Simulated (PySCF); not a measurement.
# Dipole response of Ba²⁺ (barium, charge +2)

[Xe], closed-shell 1S. Calculation: PySCF 2.14, in aug-cc-pwCVTZ-X2C with one added diffuse shell each of s, p, d, f type (12s11p9d5f, 125 functions); scalar relativity by spin-free X2C-1e. Coupled (time-dependent) response in atomic units; α is the mean over directions.

| method | mean α (bohr³) | C₆ (like pair) | S(−4) |
| --- | --- | --- | --- |
| UHF | 10.55 | 76.49 | 14.30 |
| PBE | 10.77 | 78.25 | 15.32 |

S(−4) is the Cauchy moment in α(ω) = α(0) + S(−4) ω² + …

α(iu) at PBE:

```
u (hartree)  α(iu) (bohr³)
          0          10.77
     0.0500          10.74
      0.100          10.62
      0.200          10.20
      0.300          9.566
      0.500          8.018
      0.750          6.162
       1.00          4.720
       1.50          2.936
       2.00          2.001
       3.00          1.135
       5.00         0.5460
```

A single London oscillator, α(iu) = α/(1 + u²/ω²), gives C₆ = (3/4) ω α². Matching the computed C₆ needs ω = 4 × 78.25 / (3 × 10.77²) = 0.899 hartree.

For an ion, C₆ is the dispersion term alone; charge-induced terms of lower order in 1/R come first.

Spin-orbit coupling, which splits the p, d and f shells strongly at this Z, is absent.
